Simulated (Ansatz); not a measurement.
Species: C2H5N, SMILES `C=CN` (charge 0, multiplicity 1).

Give a relaxed geometry from B3LYP-D3(BJ)/def2-TZVP in Ansatz (an electronic-structure program).

Several could match; the one computed here: the end point of this relaxation, one of several conformers (outside a Z-matrix the atoms follow the SMILES, hydrogens last).
Z-matrix (Å, degrees):
```
C
C 1 1.3336
H 2 1.0792 1 120.40
H 2 1.0835 3 117.61 1 178.94
H 1 1.0849 2 119.95 3 -0.88
N 1 1.3877 5 113.34 2 -176.69
H 6 1.0070 1 115.92 5 -31.39
H 6 1.0087 7 112.62 1 136.66
```
